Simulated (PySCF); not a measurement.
ClIMg. Atoms are numbered in the order given.

```xyz
3

Mg     0.0000     0.0000    -1.1881
Cl     0.0000     0.0000    -3.3737
I      0.0000     0.0000     1.3511
```

The structure is a stationary point at PBE-D3(BJ)/def2-TZVP. The def2 effective core potentials stand for the cores of I; spin–orbit coupling is left out.

All values below come from M06-2X/def2-TZVPD (PySCF).

Mulliken values depend strongly on the basis, most of all with diffuse functions as here. ESP charges are fitted to the potential on shells at 1.4 to 2.0 van der Waals radii. Atomic charges (e):

```csv
atom,ESP fit,Mulliken
Mg1,[?],0.58
Cl2,[?],-0.45
I3,[?],-0.13
```

### Question
Some entries are withheld; supply them. (The exact figures need the calculation; the answer reports its results.)

### Answer

- Mg1, ESP fit: 0.72
- Cl2, ESP fit: -0.40
- I3, ESP fit: -0.32
